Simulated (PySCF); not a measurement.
An unknown gives this computed stick spectrum. Method: TDDFT CAM-B3LYP/def2-SVPD, vertical, gas phase, core orbitals frozen in the response (PySCF). Geometries: GFN2-xTB, one conformer each.

```
state  ν̃ (cm⁻¹)       f  main configurations (H = HOMO, L = LUMO)
   S1      44420   0.313                                 H→L (94%)
   S2      47950   0.030                               H→L+1 (87%)
   S3      52670   0.059                  H→L+2 (74%), H-1→L (10%)
   S4      53390  0.0055                  H→L+3 (54%), H→L+4 (21%)
   S5      55100  0.0070     H→L+6 (24%), H-2→L (21%), H→L+3 (13%)
   S6      55530   0.022                               H-1→L (74%)
   S7      55870   0.015      H→L+4 (34%), H→L+6 (30%), H→L+3 (9%)
   S8      58720   0.028                  H→L+5 (61%), H→L+4 (18%)
```

Triplets computed (Tamm–Dancoff): 3.77, 5.22, 5.28 eV.

Orbital energies (eV): HOMO-3 -11.31, HOMO-2 -9.60, HOMO-1 -9.06, HOMO -7.48, LUMO 0.87, LUMO+1 1.33, LUMO+2 1.83.

Question: Which candidate is it? All have the formula C5H7OP.
A. `Cc1cpc(C)o1`
B. `C=CC1=C(OC)P1`
C. `CPc1ccco1`
D. `CC1=CC=C[P@H]1=O`

Answer: C. Its S1, at 5.51 eV, is the highest among the candidates; the nearest of the others has S1 at 5.09 eV. S1 is HOMO→LUMO (94%). Löwdin shares by element: HOMO carbon 50% or more, phosphorus 23% (atoms not listed hold the other 27%); LUMO carbon 26% or more, phosphorus 15%, oxygen 13% (atoms not listed hold the other 46%). At the same level the other candidates give, for their lowest levels:
- `Cc1cpc(C)o1`: 5.09 eV (f 0.131); 5.91 eV (f 0.000); 5.96 eV (f 0.001); 5.96 eV (f 0.016); 6.09 eV (f 0.022); T1 3.02 eV; HOMO -7.41, LUMO 0.50 eV
- `CC1=CC=C[P@H]1=O`: 4.08 eV (f 0.043); 4.91 eV (f 0.026); 5.02 eV (f 0.004); 6.74 eV (f 0.001); 6.78 eV (f 0.006); T1 2.52 eV; HOMO -8.37, LUMO -1.00 eV
- `C=CC1=C(OC)P1`: 4.72 eV (f 0.275); 4.82 eV (f 0.026); 5.47 eV (f 0.016); 5.99 eV (f 0.019); 6.12 eV (f 0.103); T1 2.96 eV; HOMO -7.16, LUMO 0.24 eV

Shape of the structure used: `[CH3:1][PH:2][c:3]1[cH:4][cH:5][cH:6][o:7]1`: C1–P2–C3–C4 -112°.
